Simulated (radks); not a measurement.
Charge is removed step by step from the 3s down level of the calcium ion Ca2+, starting from [Ne] 3s(up 1, down 1) 3p6. All-electron calculation, scalar-relativistic Kohn-Sham, LDA (Slater exchange, Perdew-Wang correlation), spin-polarised, spherical densities, finite nucleus; Fermi nuclear charge, rms radius 3.4776 fm. Program: a radial shooting solver on a logarithmic mesh with Libxc functionals.

[
 {"removed (e)": "0", "E - E(0) (eV)": "0.000", "eigenvalue (eV)": "-62.075", "E minus straight line (eV)": "0.000"},
 {"removed (e)": "0.25", "E - E(0) (eV)": "16.032", "eigenvalue (eV)": "-66.203", "E minus straight line (eV)": "-1.572"},
 {"removed (e)": "0.5", "E - E(0) (eV)": "33.103", "eigenvalue (eV)": "-70.386", "E minus straight line (eV)": "-2.104"},
 {"removed (e)": "0.75", "E - E(0) (eV)": "51.227", "eigenvalue (eV)": "-74.621", "E minus straight line (eV)": "-1.584"},
 {"removed (e)": "1", "E - E(0) (eV)": "70.415", "eigenvalue (eV)": "-78.903", "E minus straight line (eV)": "0.000"}
]

Removing the whole electron costs 70.415 eV by Delta-SCF, against 62.075 eV from minus the eigenvalue at the starting occupation. Slater's transition state (half an electron removed) gives 70.386 eV. Integrating minus the eigenvalue over the occupation (Janak's theorem) gives 70.420 eV. In this scalar-relativistic scheme the density is built from large components alone, so the theorem holds only approximately. The mean slope of the eigenvalue, de/dn, is 16.8 eV per electron.
